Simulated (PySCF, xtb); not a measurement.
CH5ClFNSi, SMILES NC[Si@H](F)Cl. The values are those of a single conformer.

Harmonic wavenumbers (cm⁻¹) from xtb with GFN2-xTB at its own minimum, in rising order: 52, 107, 175, 211, 284, 316, 522, 637, 657, 709, 760, 812, 982, 1040, 1094, 1274, 1311, 1460, 1567, 2349, 2936, 2966, 3388, 3419.

Problem. What does PBE0-D3(BJ)/def2-SVP (PySCF 2.14.0) give at its own minimum? (The exact figures need the calculation; the answer reports its results.)

Solution. 77, 109, 216, 249, 298, 321, 563, 673, 735, 823, 841, 843, 922, 1079, 1110, 1269, 1363, 1414, 1638, 2274, 3061, 3119, 3541, 3630. Paired by order, the mean absolute difference is 63 cm⁻¹ and the zero-point energies are 41.5 and 43.1 kcal/mol.
